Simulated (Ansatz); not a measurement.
Reaction (formal loss of a carbene): `F[CH](F)[InH2]` → `F[C]F` + `[InH3]`

Computed with Ansatz on PBE0-D4/def2-TZVP structures; ΔE is electronic, products minus reactants. CBS: MP2 limit from def2 TZ/QZ plus the TZ coupled-cluster correction, frozen cores. This one scheme is used for every species. Functionals use def2-TZVPP. B3LYP here is the variant with VWN-RPA as its local correlation; programs differ in this. def2 core potentials past Kr. For In outer-core shells are correlated without core-valence functions, which leaves a few kJ/mol of doubt a bond.

`F[CH](F)[InH2]`:

Cartesian coordinates in Å:
```
F 0.368 0.393 -1.834
C 0.779 -0.019 -0.592
F 1.673 0.916 -0.136
In -0.964 -0.102 0.772
H 1.343 -0.947 -0.739
H -1.361 -1.600 1.525
H -1.838 1.359 1.004
```

`F[C]F`:

Z-matrix (Å, degrees):
```
C
F 1 1.296
F 1 1.296 2 104.7
```

`[InH3]`:

```xyz
4

In    0.000    0.000    0.000
H     0.540   -0.970    1.319
H    -0.867    1.460    0.301
H     0.327   -0.490   -1.620
```

CCSD(T)/CBS gives +227.1 kJ/mol.

Problem. Another level gave +236.7 kJ/mol. Which?
A. ωB97X-V/def2-TZVPP
B. B3LYP/def2-TZVPP
C. B97M-V/def2-TZVPP
D. r2SCANh-D4/def2-TZVPP

Solution. D. r2SCANh-D4 236.7, ωB97X-V 225.4, B97M-V 208.0, B3LYP 218.1 kJ/mol.

Problem. What do rigid-rotor, harmonic-oscillator terms from PBE0-D4/def2-TZVP frequencies (298.15 K, 1 bar) make of the CCSD(T)/CBS value? (Best estimate.)

Solution. The calculation gave: ΔZPE = -23.9 kJ/mol, ΔH = +206.0 kJ/mol, ΔS = 124 J/(mol·K), ΔG = +168.9 kJ/mol. Modes under 50 cm⁻¹ make the entropy rough.

Largest T1 diagnostic among the species: 0.017.

In def2-TZVPP, CCSD(T) changes the Hartree–Fock value by +36.7 kJ/mol (the triples alone add +0.9 kJ/mol) and MP2 by +57.5 kJ/mol. At CCSD(T), def2-SVP lies −20.2 kJ/mol from the extrapolated value and def2-TZVPP −10.6 kJ/mol.
